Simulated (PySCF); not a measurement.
Arsenic: a sound run and one with changed settings

Sound run: As⁺ [Ar] 3d10 4s2 4p2, As²⁺ [Ar] 3d10 4s2 4p1. All numbers are calculated (PySCF 2.14, the non-relativistic Hamiltonian (point nucleus), in def2-TZVP (6s5p4d1f, 48 functions)). The sound run starts from symmetry-adapted Hartree-Fock orbitals and uses a fine grid where one is needed.

A second run was set up differently.

```csv
species,method,sound run (hartree),changed run (hartree),converged
As⁺,UHF,-2233.84690,-2233.84690,yes
As⁺,PBE0,-2235.17257,-2235.24674,yes
As⁺,r2SCAN,-2235.42679,-2235.55247,yes
As²⁺,UHF,-2233.18621,-2233.18621,yes
As²⁺,PBE0,-2234.49035,-2234.53905,yes
As²⁺,r2SCAN,-2234.73875,-2234.81433,yes
```

Ionisation energy of As⁺:

| method | sound run (eV) | changed run (eV) |
| --- | --- | --- |
| UHF | 17.978 | 17.978 |
| PBE0 | 18.564 | 19.257 |
| r2SCAN | 18.722 | 20.086 |

**Question.** What was changed?
A. minimal basis
B. all electrons correlated in a valence basis
C. basis contracted for another Hamiltonian
D. radial grid too coarse

**Answer.** D. It used radial step 0.8 in ln r (0.13 in the sound run). A coarse radial grid mis-integrates the density and the exchange-correlation energy, with errors of either sign; Hartree-Fock needs no grid.
